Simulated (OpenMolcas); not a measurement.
## Si: effect of the active space

| Item | Value |
| --- | --- |
| Program | OpenMolcas 26.06 |
| Method | SS-CASPT2 or its RAS form, IPEA 0.25 Eh, imaginary shift 0.1 Eh |
| Basis | ANO-RCC-VTZP |
| Scalar Hamiltonian | DKH2, point nucleus |
| Spin-orbit coupling | RASSI with atomic mean-field integrals over the reference wave functions, term energies averaged over their components |

A. 2 electrons in 3 orbitals (3p); 2S+1 = 3 even, 3 roots; 2S+1 = 1 even, 6 roots; closed shells correlated: 2s 2p 3s; CASPT2 step of the order of 0.6 core-seconds
B. 4 electrons in 4 orbitals (3s 3p); 2S+1 = 3 even, 3 roots; 2S+1 = 1 even, 6 roots; 2S+1 = 5 odd, 1 root; 2S+1 = 3 odd, 8 roots; closed shells correlated: 2s 2p; CASPT2 step of the order of 1.4 core-seconds
C. 4 electrons in 8 orbitals (3s 3p 4s 4p); 2S+1 = 3 even, 3 roots; 2S+1 = 1 even, 6 roots; 2S+1 = 5 odd, 1 root; 2S+1 = 3 odd, 8 roots; closed shells correlated: 2s 2p; CASPT2 step roughly 5 core-seconds
D. 4 electrons in 9 orbitals (RAS2 3s 3p; RAS3 3d, at most 2 electrons); 2S+1 = 3 even, 3 roots; 2S+1 = 1 even, 6 roots; 2S+1 = 5 odd, 1 root; 2S+1 = 3 odd, 8 roots; 2S+1 = 1 odd, 5 roots; closed shells correlated: 2s 2p; CASPT2 step of the order of 10 core-seconds

Energies in cm⁻¹ above 3s² 3p² ³P₀, the measured ground level; measured values from NIST Handbook of Basic Atomic Spectroscopic Data.

```json
{"Level": "3s² 3p² ³P₀", "A": "0.0", "B": "0.0", "C": "0.0", "D": "0.0", "Measured": "0.0"}
{"Level": "3s² 3p² ³P₁", "A": "67.6", "B": "67.0", "C": "63.0", "D": "67.3", "Measured": "77.1"}
{"Level": "3s² 3p² ³P₂", "A": "197", "B": "195", "C": "184", "D": "196", "Measured": "223"}
{"Level": "3s² 3p² ¹D₂", "A": "6350", "B": "5960", "C": "6470", "D": "6620", "Measured": "6299"}
{"Level": "3s² 3p² ¹S₀", "A": "15440", "B": "13830", "C": "14350", "D": "15930", "Measured": "15394"}
```

Deviations, from unrounded energies. A percentage is the sum of absolute deviations over the sum of measured energies, with the sign that they share, or ± where signs differ.

| Against measurement | Levels | A | B | C | D |
| --- | --- | --- | --- | --- | --- |
| mean absolute deviation (cm-1) | 4 | 31 | 490 | 320 | 220 |
| fine structure of the ground term (%) | 2 | -11.9 | -12.8 | -17.9 | -12.2 |
| other terms of the ground configuration (%) | 2 | +0.4 | -8.8 | ±5.6 | +4.0 |

A lies closest to measurement on these levels and B furthest from it. The largest miss of A in the table is 3s² 3p² ¹D₂, by +47 cm-1. The ranking rests on the paired levels alone, and a cruder setting can come out closer through cancelling errors.

Among A to D the level of the table that moves most is 3s² 3p² ¹S₀, by 2100 cm-1 (lowest in B, highest in D). Moves below CASPT2's spread within the term are not significant.

CASPT2 does not keep the components of a term degenerate, so their means are used; among the terms shown or strongly mixed into the levels shown the widest spread is 98 cm-1 (3s² 3p² ¹D, A). Over all roots computed the reference weight is 0.86 to 0.98 in B, 0.87 to 0.98 in C; the roots of lowest weight are the least certain, and an intruder state may touch them. With the s shell closed, the reference lacks s² → p² mixing (holds for A). Active for correlation alone: 4p 4s; no level in the range computed is led by a configuration that fills them, so any true level of that kind is missing (holds for C). The run also gave levels led by 3s² 3p 3d, which use shells meant for correlation; these and all levels above them are left out (holds for D). Computed and measured levels are paired by configuration, term and J; levels that our copy of the source lacks, or whose pairing is in doubt (as where it misses far off the trend of its configuration), stay unpaired and out of the deviations. Levels of configurations outside the active space are missing. The table leaves out levels that lie high or whose names do not pair safely across all columns.
